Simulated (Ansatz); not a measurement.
Ideal-gas functions of `F[Si](F)(I)I` at 400 K and 1 bar, from an Ansatz frequency run at PBE0-D4/def2-TZVP.

Molar mass 319.89 g/mol, point group C2v (symmetry number 2), electronic degeneracy 1, moments of inertia 255.622, 1084.624, 1218.194 u Å². Harmonic wavenumbers (cm⁻¹, unscaled): 83, 166, 201, 218, 227, 373, 487, 887, 969.

Use S(trans) = R[1.5 ln M + 2.5 ln T − 1.1517]; rotational temperatures θ = 24.2544 K / I; S(rot) = R[ln(√π/σ · √(T³/θAθBθC)) + 1.5]; for each mode x = 1.438777 ν̃/T, S = R[x/(eˣ − 1) − ln(1 − e⁻ˣ)] and H = RT x/(eˣ − 1); 1 cm⁻¹ = 0.0119627 kJ/mol; R = 8.31446 J/(mol·K).

By hand: the entropy, in J/(mol·K).

Translation 186.9. Rotation: θ = 0.0949, 0.0224, 0.0199 K, giving 128.1. Vibration, mode by mode: 18.40, 12.72, 11.19, 10.55, 10.23, 6.47, 4.64, 1.49, 1.17, in all 76.9. Electronic 0.0. Sum 391.9 J/(mol·K).

By hand: H − E and G − E in kJ/mol, counted from the electronic energy.

Zero-point energy ½ × 3611 × 0.0119627 = 21.6; thermal vibration 15.5; translation, rotation and pV give 4 RT = 13.3. H − E = 50.4 kJ/mol, and G − E = 50.4 − 400 × 391.9/1000 = -106.4 kJ/mol.

Vibration gives 20 % of the entropy, 18.4 J/(mol·K) of it from the mode under 150 cm⁻¹: soft modes count most, and the harmonic formula is weakest for them.
